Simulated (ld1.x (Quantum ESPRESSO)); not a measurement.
**Cd, TM: configuration errors across variants**

Cd, norm-conserving Troullier–Martins (Kleinman–Bylander form), made with ld1.x (Quantum ESPRESSO) 7.5 (revPBE, scalar-relativistic). Core [Kr], reference 4d10 5s1 5p0 (charge +1). Waves: 5s (bound): rc 1.95 bohr; 5p (bound, empty): rc 2.35 bohr; 4d (bound): rc 1.40 bohr. Local part: all-electron potential smoothed inside 1.15 bohr (lloc = -1). Core correction: Bessel-smoothed model core inside 1.35 bohr.

All-electron excitation energies from the reference (eV): (1) 4d10 5s2 5p0 -9.147; (2) 4d10 5s0 5p0 16.957; (3) 4d9 5s0 5p0 54.883; (4) 4d8 5s0 5p0 108.873; (5) 4d10 5s0 5p2 0.465; (6) 4d10 5s0 5p1 5.751; (7) 4d10 5s1 5p1 -4.509.

A true bound ghost makes a file unfit for plane-wave use even where its test errors are small: the radial tests pick states by their node count and pass the ghost by.

Errors AE − PS in meV (a dash: test not solved or not reliable):

| change | (1) | (2) | (3) | (4) | (5) | (6) | (7) | bound ghosts |
| --- | --- | --- | --- | --- | --- | --- | --- | --- |
| base | -2.4 | -17 | -84 | -451 | -2.3 | -3.4 | 0.0 | s, p |
| wave 4d (bound): rc 1.40 bohr becomes 4d (bound): rc 0.96 bohr | -2.4 | -17 | -82 | -445 | -2.3 | -3.4 | 0.0 | s, p |
| wave 4d (bound): rc 1.40 bohr becomes 4d (bound): rc 1.10 bohr | -2.4 | -17 | -83 | -449 | -2.3 | -3.4 | 0.0 | s, p |
| wave 4d (bound): rc 1.40 bohr becomes 4d (bound): rc 1.44 bohr | -2.3 | -17 | -84 | -451 | -2.2 | -3.3 | 0.0 | s, p |
| wave 4d (bound): rc 1.40 bohr becomes 4d (bound): rc 1.58 bohr | -2.2 | -16 | -85 | -451 | -2.2 | -3.3 | 0.0 | s, p |
| wave 4d (bound): rc 1.40 bohr becomes 4d (bound): rc 1.78 bohr | -1.9 | -16 | -87 | -446 | -2.2 | -3.1 | 0.0 | s, p |
| wave 4d (bound): rc 1.40 bohr becomes 4d (bound): rc 1.88 bohr | -1.7 | -16 | -88 | -440 | -2.2 | -3.1 | +0.1 | s, p |
| wave 4d (bound): rc 1.40 bohr becomes 4d (bound): rc 2.08 bohr | -1.2 | -15 | -90 | -412 | -2.3 | -3.0 | +0.1 | s, p |

**Question.** Give the same row for: wave 4d (bound): rc 1.40 bohr becomes 4d (bound): rc 1.22 bohr.

**Answer.** -2.4, -17, -84, -450, -2.3, -3.4, 0.0; bound ghosts: s, p.
